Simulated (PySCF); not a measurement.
# Multinuclear NMR of C₅H₅N₃OSi

Bonds (- single, = double, # triple, : aromatic): C1-C2 1.495 Å, C2-C3 1.432 Å, C3#N4 1.145 Å, C2=N5 1.262 Å, N5-Si6 1.702 Å, Si6-C7 1.868 Å, C7#N8 1.144 Å, Si6-C9 1.923 Å, C9=O10 1.200 Å. C1 carries H11, H12, H13; Si6 carries H14; C9 carries H15. Stereochemistry as in C/C(C#N)=N\[Si@H](C#N)C=O.

Computed data (PySCF): GFN2-xTB geometry, PBE0/pcSseg-1 with gauge-including orbitals. No relativistic terms, isolated molecule, equivalent nuclei averaged, one conformer.

Q: What are the 29Si shifts?

A: 
```tsv
atoms	environment	σ (ppm)	δ (ppm)
Si6	silicon bonded to 2 C, N, H	435.2	-77.7
```

Shieldings were converted by a linear fit to measured shifts: 29Si (scatter 8.9 ppm rms, 25.8 ppm with the 6 outliers that the fit left out vs TMS, solution or neat liquid). Occasional misses reach two or three times the rms, and more in compound classes unlike the fitted ones.

On a 600 MHz spectrometer 29Si resonates near 119.2 MHz, so 1 ppm is 119.2 Hz.

Q: What are the 15N shifts?

A: 
```tsv
atoms	environment	σ (ppm)	δ (ppm)
N5	imine nitrogen	-124.9	-33.0
N8	nitrile nitrogen	-99.5	-56.4
N4	nitrile nitrogen	-47.8	-104.0
```

Shieldings were converted by a linear fit to measured shifts: 15N (scatter 6.3 ppm rms vs CH3NO2, solution or neat liquid). A few per cent of atoms miss by over 2 rms, more outside the fitted compound classes.

On a 600 MHz spectrometer 15N resonates near 60.8 MHz, so 1 ppm is 60.8 Hz.

Q: What are the 17O shifts?

A: 
| atoms | environment | σ (ppm) | δ (ppm) |
| --- | --- | --- | --- |
| O10 | carbonyl oxygen | -613.2 | 825.2 |

Shieldings were converted by a linear fit to measured shifts: 17O: δ = 266.70 − 0.911σ (rms 10.7 ppm, 155 shifts, 12.2 ppm with the 3 outliers that the fit left out vs liquid water, solution or neat liquid). A few per cent of atoms miss by over 2 rms, more outside the fitted compound classes.

On a 500 MHz spectrometer 17O resonates near 67.8 MHz, so 1 ppm is 67.8 Hz.
